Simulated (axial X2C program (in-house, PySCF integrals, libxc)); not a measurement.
**SbH⁻ at several levels of theory**

All values were computed with an in-house relativistic program for diatomic molecules. Spin-free means the one-electron spin-free X2C Hamiltonian; two-component (2c) means X2C with spin–orbit coupling and atomic mean-field two-electron Coulomb and Gaunt terms, so the difference of the two also holds small scalar two-electron terms. Basis: Sb dyall-acv3z [12s13p9d5f1g], H dyall-av3z [7s3p2d] (cores contracted in-house); Gaussian nuclei, density fitting, unrestricted open shells. Masses: Sb 120.904 u, H 1.008 u.

State, spin-free: M_S = 1/2, Λ = 1 (beyond evenly filled blocks: π+α, π+β, π-α); electrons by block: σα: 11, σβ: 11, π+α: 6, π+β: 6, π-α: 6, π-β: 5, δ+α: 2, δ+β: 2, δ-α: 2, δ-β: 2. Fragments: Sb- + H for PBE0, HF, MP2, CCSD(T), M06; Sb + H- for CCSD.

State, 2c: Ω = 3/2 (⟨Sz⟩ = 0.50, ⟨Lz⟩ = 1.00 at PBE0); electrons by block: 1/2: 17, -1/2: 17, 3/2: 8, -3/2: 7, 5/2: 2, -5/2: 2. Fragments: Sb- + H.

| Hamiltonian | level | Re (Å) | ωe (cm⁻¹) | Be (cm⁻¹) | αe (cm⁻¹) | De (eV) | μ (D) |
| --- | --- | --- | --- | --- | --- | --- | --- |
| spin-free | PBE0 | 1.732 | 1829.7 | 5.624 | 0.158 | 2.73 | -0.65 |
| spin-free | HF | 1.724 | 1893.9 | 5.675 | 0.156 | 1.73 | -0.47 |
| spin-free | MP2 | 1.729 | 1874.3 | 5.64 | 0.155 | 2.63 | n/a |
| spin-free | CCSD | 1.740 | 1812.6 | 5.572 | 0.166 | n/a | n/a |
| spin-free | CCSD(T) | 1.743 | 1799.4 | 5.554 | 0.168 | 2.81 | n/a |
| spin-free | M06 | 1.747 | 1772.1 | 5.524 | 0.173 | 2.96 | -0.88 |
| 2c | PBE0 | 1.735 | 1810.0 | 5.604 | 0.162 | 2.75 | -0.69 |
| 2c | HF | 1.727 | 1871.8 | 5.652 | 0.159 | n/a | -0.52 |
| 2c | MP2 | 1.731 | 1860.2 | 5.626 | 0.157 | 2.61 | n/a |
| 2c | CCSD | 1.743 | 1795.3 | 5.552 | 0.167 | n/a | n/a |
| 2c | CCSD(T) | 1.746 | 1782.9 | 5.535 | 0.169 | 2.77 | n/a |
| 2c | M06 | 1.751 | 1749.5 | 5.501 | 0.177 | 2.85 | -0.90 |

Correlated methods: 7 electrons correlated (number of frozen shells: Sb 4 s, 3 p, 2 d; H none), 239 virtual spin orbitals or spinors in MP2, 90 natural virtuals in coupled cluster.

Dipoles are positive if H is the positive end and refer to the centre of mass.

The state is a single determinant with fixed occupations, the lowest that a limited PBE0 search found. De is counted from the lowest determinant-based energies of the atoms at the same level, without counterpoise correction. De is not given where an atomic determinant may have missed its ground term or J level, or where the truncated virtual space spoils (T). Density functionals use the spin component along the axis (collinear). Coupled cluster ran in a truncated set of natural virtual spinors; the MP2 energy of the rest was added. (T) has no such correction and the atoms are truncated less, which lowers De at CCSD(T) by a hundredth of an eV or more. The functionals have no current-density term, which raises determinants with orbital currents, atoms included. The highest occupied level of some functionals is positive through self-interaction error; at Hartree–Fock it is bound. With the outer-core shells frozen, correlated bond lengths of heavy atoms tend to come out a few hundredths of an ångström too long. Hartree–Fock gets electron affinities wrong, so its lowest charge split need not be the true one.

Rough cost a point (2c) on 1 thread(s) of a shared host, integrals apart: PBE0 0.5 s, HF 0.4 s, CCSD(T) 2.3 s, M06 0.9 s.

The whole task took 99 s on 1 thread of Arm Neoverse V1, on a shared host.
